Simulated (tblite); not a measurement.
C5H7FNSi (doublet state).
Cartesian coordinates in Å at the GFN2-xTB level; atoms count from 1:
```
atom  x, y, z in Å
C1    -2.4656    0.2143    0.0668
C2    -1.0118   -0.1056    0.0027
C3    -0.4033   -1.3919    0.0636
C4     0.9437   -1.2218   -0.0296
N5     1.2341    0.1163   -0.1414
Si6    2.7953    0.8763   -0.3698
C7     0.0321    0.7589   -0.1240
F8     0.0229    2.1015   -0.2259
H9    -3.0108   -0.3518   -0.6871
H10   -2.6249    1.2758   -0.1059
H11   -2.8722   -0.0467    1.0439
H12   -0.9242   -2.3231    0.1674
H13    1.7343   -1.9449   -0.0227
H14    3.7767   -0.1141    0.0438
H15    2.7692    2.1648    0.2964
```

Computed values, GFN2-xTB/tblite, gas phase, harmonic and unscaled. Against measured fundamentals such values can be off by several per cent, at times by over 20. Modes of hydrogen on silicon can be 10 to 20 % off. One conformer, not necessarily the lowest. Open shells enter through the occupations alone, without spin polarisation, and single modes of such species can be off by tens of per cent.

Harmonic wavenumbers (cm⁻¹): 70.3, 88.5, 100.4, 158.6, 229.7, 252.2, 304.9, 422.2, 467.3, 558.8, 571.4, 575.3, 583.7, 652.8, 704.0, 734.9, 755.7, 815.9, 960.3, 1001.5, 1042.9, 1069.2, 1157.7, 1178.0, 1312.4, 1347.5, 1401.7, 1419.3, 1477.2, 1485.7, 1513.5, 1649.5, 2336.6, 2376.7, 2998.1, 3015.7, 3044.7, 3159.3, 3172.7.

A = 3371, B = 1356, C = 975.5 MHz; mass 128.033 u (most abundant isotopes); point group C1, symmetry number 1; spin multiplicity 2.

Task: Zero-point energy?

Result: Half the sum of the wavenumbers: 23083 cm⁻¹ = 276.14 kJ/mol.

Task: What is S at 298.15 K and 1 bar for an ideal gas of classical rigid rotors and harmonic oscillators?

Result: Translation 169.37, rotation 119.95, vibration 102.16, spin (R ln 2) 5.76: S = 397.2 J/(mol K).

Task: And Cp and H(298.15 K) − H(0)?

Result: Cp = 144.56 J/(mol K), of which vibrations give 111.30 (their classical limit is 39 R = 324.3); H(298.15 K) − H(0) = 26.47 kJ/mol without the zero-point energy, 16.56 from vibrations.

Task: Blend soft modes into free rotors: weight 1/[1 + (100 cm⁻¹/ν̃)⁴] for the oscillator and the rest for a rotor with moment μB/(μ + B), μ = h/(8π²ν), B = 10⁻⁴⁴ kg m². What vibrational entropy results?

Result: 95.90 J/(mol K) in place of 102.16, which changes −T·S at 298.15 K by +1.87 kJ/mol.

Task: Which modes carry the vibrational entropy at 298.15 K?

Result: 70.3 cm⁻¹: 17.34; 88.5 cm⁻¹: 15.45; 100.4 cm⁻¹: 14.42; 158.6 cm⁻¹: 10.74; 229.7 cm⁻¹: 7.87; 252.2 cm⁻¹: 7.18 J/(mol K); the other 33 give 29.16 together.

Hindered rotation and anharmonicity are outside this model. Other conformers, if any are populated, would add a mixing term that is left out. The structure is chiral; the term R ln 2 for an equal mix with its mirror image is left out.
